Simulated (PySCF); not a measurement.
H6Te, SMILES [TeH6]. Atoms are numbered in the order given.

```xyz
7

Te     0.0000     0.0000     0.0000
H      0.0000     1.7542     0.0000
H      0.0000    -1.7542     0.0000
H     -1.7542     0.0000     0.0000
H      1.7542     0.0000     0.0000
H      0.0000     0.0000     1.7542
H      0.0000     0.0000    -1.7542
```
Charge 0, spin multiplicity 1.

The structure is a stationary point at PBE-D3(BJ)/def2-TZVP. The def2 effective core potentials stand for the cores of Te; spin–orbit coupling is left out.

Computed with PBE-D3(BJ)/def2-TZVP in PySCF.

Frequencies are harmonic and unscaled.

Modes within 1.5 cm⁻¹ of each other (mostly degenerate sets) share a row, with their intensities summed.

| mode | ν (cm⁻¹) | IR (km/mol) | moving atoms (share of kinetic energy) |
|---|---|---|---|
| 1–3 | 829 | 0.0 | H 100 % |
| 4–6 | 892 | 579.1 | H 97 % |
| 7–9 | 977 | 0.0 | H 100 % |
| 10–12 | 1670 | 1747.0 | H 98 % |
| 13–14 | 1694 | 0.0 | H 100 % |
| 15 | 1846 | 0.0 | H 100 % |
